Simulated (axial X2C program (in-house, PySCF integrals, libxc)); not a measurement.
**Spectroscopic constants of SbO**

Computed with an axial X2C code built on PySCF integrals. Spin-free means the one-electron spin-free X2C Hamiltonian; two-component (2c) means X2C with spin–orbit coupling and atomic mean-field two-electron Coulomb and Gaunt terms, so the difference of the two also holds small scalar two-electron terms. Basis: Sb dyall-cv3z [11s12p8d4f1g], O dyall-av3z [7s6p3d2f] (cores contracted in-house); Gaussian nuclei, density fitting, unrestricted open shells. Masses: Sb 120.904 u, O 15.995 u.

State, spin-free: M_S = 1/2, Λ = 1 (beyond evenly filled blocks: π+α); electrons by block: σα: 13, σβ: 13, π+α: 7, π+β: 6, π-α: 6, π-β: 6, δ+α: 2, δ+β: 2, δ-α: 2, δ-β: 2. Fragments: Sb + O.

State, 2c: Ω = 1/2 (⟨Sz⟩ = -0.50, ⟨Lz⟩ = 1.00 at B3LYP); electrons by block: 1/2: 20, -1/2: 19, 3/2: 8, -3/2: 8, 5/2: 2, -5/2: 2. Fragments: Sb + O.

```json
{"Hamiltonian": "spin-free", "level": "PBE0", "Re (Å)": "1.805", "ωe (cm⁻¹)": "882.9", "De (eV)": "3.93", "D0 (eV)": "3.88", "μ (D)": "-3.52"}
{"Hamiltonian": "2c", "level": "B3LYP", "Re (Å)": "1.823", "ωe (cm⁻¹)": "846.8", "De (eV)": "4.34", "D0 (eV)": "4.28", "μ (D)": "-3.66"}
```

Dipoles are positive if O is the positive end.

The state is a single determinant with fixed occupations, the lowest that a limited PBE0 search found. Dissociation energies refer to the lowest single-determinant-based atoms at the same level and basis. Density functionals use the spin component along the axis (collinear). The 2c atoms are single determinants rather than J levels; their spin–orbit lowering is only partly caught, and De is too large by that part. This holds for B3LYP. The functionals have no current-density term, which raises determinants with orbital currents, atoms included. The determinant is spin-polarised beyond a pure state at some levels (its spin-free form has ⟨S²⟩ too high), which makes Re and μ there less reliable. The stretched end of a curve changes character and is left out.

No reliable constants came from B3LYP (spin-free), CCSD (2c), CCSD (spin-free), CCSD(T) (2c), CCSD(T) (spin-free), HF (2c), HF (spin-free), MP2 (2c), MP2 (spin-free), PBE0 (2c): no minimum in range, unconverged points, a curve that is not smooth, a change of character along it, or the two Hamiltonians disagreeing along it.

Rough cost a point (2c) on 1 thread(s) of a shared host, integrals apart: B3LYP 1.1 s.

The whole task took 12 min on 1 thread of Intel(R) Xeon(R) Processor @ 2.30GHz (shared host).
